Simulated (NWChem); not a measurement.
System: Si₂H₅OCl; SMILES O[SiH2][SiH2]Cl

```xyz
9

O     -1.2164     1.8492     0.3112
Si     0.3076     1.6233    -0.3273
Si     0.9151    -0.5687     0.2717
Cl    -0.9188    -1.5726     0.0799
H     -1.7727     1.0608     0.2920
H      1.2067     2.6591     0.2525
H      0.3397     1.7353    -1.8199
H      1.9068    -1.2425    -0.6165
H      1.3556    -0.7171     1.6898
```
Atoms are numbered in this order, from 1.

The geometry was optimised at PBE0/def2-SVP.

### Question
Give the principal values of the shielding tensors (ppm) of O1, Si2, Si3, Cl4 from B3LYP/6-31G* (spherical d), GIAO (NWChem), with their diamagnetic and paramagnetic parts as GIAO splits them.

### Answer
| atom | σ11 | σ22 | σ33 | isotropic | diamagnetic | paramagnetic |
|---|---|---|---|---|---|---|
| O1 | 298.3 | 338.7 | 372.9 | 336.6 | 391.0 | -54.3 |
| Si2 | 379.1 | 390.7 | 495.4 | 421.7 | 880.6 | -458.9 |
| Si3 | 360.8 | 388.1 | 469.1 | 406.0 | 881.3 | -475.2 |
| Cl4 | 1010.1 | 1058.3 | 1130.6 | 1066.3 | 1147.7 | -81.4 |
